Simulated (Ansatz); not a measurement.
Cost and result up the ladder for cyclo-(Cl2GeSe)3 (Ge3Se3Cl6) (12 atoms). Total charge 0; singlet. Geometry: PBE-D4/def2-SVP.

Cartesian coordinates in Å:
```
Ge 1.734 -0.596 0.989
Cl 3.274 -0.885 2.485
Cl 2.315 -1.630 -0.822
Se 1.699 1.755 0.673
Ge -0.079 1.880 -0.893
Cl -0.306 4.007 -1.236
Cl 0.443 0.922 -2.762
Se -2.225 1.204 -0.140
Ge -1.758 -1.087 0.262
Cl -3.624 -1.858 1.046
Cl -1.285 -2.133 -1.573
Se -0.188 -1.580 1.972
```

Ansatz; hardware A = 2 threads of AMD EPYC 7R13 on a shared host and a share (18 GiB) of an NVIDIA H100 80GB HBM3; B = 2 threads of AMD EPYC 7R13 on a shared host. Times are rough, and most runs start from the orbitals of an earlier one. ωB97M-V/def2-TZVP serves as the yardstick here, not as an exact answer. Differences are given only for rows in sets of like size (and for xTB, whose basis is part of the method), since another set adds its own error. Binding counts from free atoms at the same level (Ge triplet, Cl doublet, Se triplet; other spins of the atoms weren't run), without zero-point energy or a counterpoise term.

The 6-31G sets use Cartesian d functions. B3LYP takes the VWN-RPA correlation. Correlated methods freeze 84 core orbitals; core or outer-core shells of Ge, Se are correlated, in sets that lack core-valence functions. Single mean-field runs in def2-TZVP are fitted with def2-universal-jkfit.

Correlated methods converge slowly with the basis.

```
                                  level  functions  wall time
                   PBE0-D4/def2-SVP [A]        300      9.5 s
                    PBE-D4/def2-SVP [A]        300       10 s
                   PBE-D4/def2-TZVP [A]        510       12 s
                r2SCAN-D4/def2-TZVP [A]        510       14 s
               r2SCANh-D4/def2-TZVP [A]        510       15 s
LDA (SPW92)/def2-TZVP (with forces) [A]        510       16 s
    PBE0-D4/def2-TZVP (with forces) [A]        510       17 s
                      MP2/def2-TZVP [A]        510       18 s
                  ωB97M-V/def2-TZVP [A]        510       19 s
                  RPA@PBE/def2-TZVP [A]        510       20 s
                           HF/6-31G [B]        252       26 s
                     B3LYP-D4/6-31G [B]        252       32 s
```

(1) Estimate what each level gives for the binding energy per atom (eV).

Results:

(1) 
```
                                  level  binding energy per atom (eV)  difference from ωB97M-V/def2-TZVP (eV)
                   PBE0-D4/def2-SVP [A]                          3.09                                       –
                    PBE-D4/def2-SVP [A]                          3.20                                       –
                   PBE-D4/def2-TZVP [A]                          3.19                                    0.16
                r2SCAN-D4/def2-TZVP [A]                          3.13                                    0.10
               r2SCANh-D4/def2-TZVP [A]                          3.09                                    0.07
LDA (SPW92)/def2-TZVP (with forces) [A]                          3.67                                    0.65
    PBE0-D4/def2-TZVP (with forces) [A]                          3.11                                    0.08
                      MP2/def2-TZVP [A]                          3.15                                    0.13
                  ωB97M-V/def2-TZVP [A]                          3.03                                    0.00
                  RPA@PBE/def2-TZVP [A]                          2.69                                   -0.34
                           HF/6-31G [B]                          1.36                                       –
                     B3LYP-D4/6-31G [B]                          2.58                                       –
```
